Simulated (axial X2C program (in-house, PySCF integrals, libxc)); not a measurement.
**Outer orbitals of TiBr at 2.403 Å, PBE0**

Computed with an in-house relativistic program for diatomic molecules. Spin-free means the one-electron spin-free X2C Hamiltonian; two-component (2c) means X2C with spin–orbit coupling and atomic mean-field two-electron Coulomb and Gaunt terms, so the difference of the two also holds small scalar two-electron terms. Basis: Br dyall-v3z [8s9p6d1f], Ti dyall-v3z [10s10p6d3f2g] (cores contracted in-house); Gaussian nuclei, density fitting, unrestricted open shells. Masses: Br 78.918 u, Ti 47.948 u.

The distance is close to the 2c PBE0 minimum; the highest filled and lowest empty levels are listed.

Spin-free orbitals, state M_S = 3/2, Λ = 3 (beyond evenly filled blocks: σα, π+α, δ+α) (Löwdin shares):

```tsv
symmetry	occupied	ε (eV)	atomic character
σβ	yes	-20.92	75% Br s, 8% Ti p, 8% Ti d
σα	yes	-20.90	75% Br s, 8% Ti p, 8% Ti d
σα	yes	-8.88	78% Br p, 9% Ti d, 8% Ti s
σβ	yes	-8.74	81% Br p, 7% Ti d, 6% Ti s
π+α	yes	-8.14	70% Br p, 21% Ti d, 4% Ti f
π-α	yes	-7.92	79% Br p, 11% Ti d, 4% Ti f
π+β	yes	-7.89	81% Br p, 8% Ti d, 5% Ti f
π-β	yes	-7.89	81% Br p, 8% Ti d, 5% Ti f
δ+α	yes	-5.98	100% Ti d
π+α	yes	-5.57	80% Ti d, 12% Br p, 5% Ti p
σα	yes	-5.27	66% Ti s, 24% Ti d, 8% Ti p
π-α	no	-2.21	80% Ti d, 14% Ti p, 3% Br p
δ-α	no	-2.08	100% Ti d
σα	no	-2.07	54% Ti d, 32% Ti p, 7% Ti s
σβ	no	-1.98	79% Ti s, 10% Ti p, 8% Ti d
```

Spinors with spin–orbit coupling (state Ω = 3/2):

| ω | occupied | ε (eV) | atomic character | λ mixture |
| --- | --- | --- | --- | --- |
| 1/2 | yes | -20.93 | 75% Br s, 8% Ti p, 8% Ti d | 100% σ |
| -1/2 | yes | -20.91 | 75% Br s, 8% Ti p, 8% Ti d | 100% σ |
| -1/2 | yes | -8.93 | 79% Br p, 9% Ti d, 7% Ti s | 95% σ, 5% π |
| 1/2 | yes | -8.81 | 81% Br p, 8% Ti d, 5% Ti s | 89% σ, 11% π |
| 1/2 | yes | -8.20 | 72% Br p, 19% Ti d, 4% Ti f | 89% π, 11% σ |
| -1/2 | yes | -8.00 | 81% Br p, 8% Ti d, 5% Ti f | 95% π, 5% σ |
| -3/2 | yes | -7.77 | 78% Br p, 11% Ti d, 4% Ti f | 100% π |
| 3/2 | yes | -7.75 | 80% Br p, 9% Ti d, 5% Ti f | 100% π |
| 3/2 | yes | -5.98 | 100% Ti d | 100% δ |
| 1/2 | yes | -5.59 | 81% Ti d, 11% Br p, 5% Ti p | 100% π |
| -1/2 | yes | -5.26 | 66% Ti s, 24% Ti d, 8% Ti p | 100% σ |
| -3/2 | no | -2.20 | 80% Ti d, 15% Ti p, 3% Br p | 100% π |
| -1/2 | no | -2.06 | 54% Ti d, 32% Ti p, 7% Ti s | 100% σ |
| -5/2 | no | -2.06 | 100% Ti d | 100% δ |
| 1/2 | no | -1.98 | 79% Ti s, 10% Ti p, 8% Ti d | 100% σ |

Mulliken charges and populations of the two-component result (they depend on the basis, above all on diffuse functions):

Br -0.35 e (s 7.95 p 17.37 d 10.02), Ti 0.35 e (s 6.85 p 12.23 d 2.53 f 0.04 g 0.01). ⟨Lz⟩ = 3.00 ħ and ⟨Sz⟩ = -1.50 ħ (0.02 and -1.52 on the two atoms), which add up to Ω.

Occupations by symmetry block were frozen at the best pattern of an incomplete PBE0 search. Density functionals use the spin component along the axis (collinear). Other states lie close and PBE0, whose exact exchange favours high spin, may order them wrongly; the determinant shown need not be the ground state. The nearest other spin-free determinant of the search, M_S = 3/2, Λ = 0, lies 0.05 eV up at the distance of the search. The functionals have no current-density term, which raises determinants with orbital currents, atoms included. With several unpaired electrons one determinant need not be a pure state.
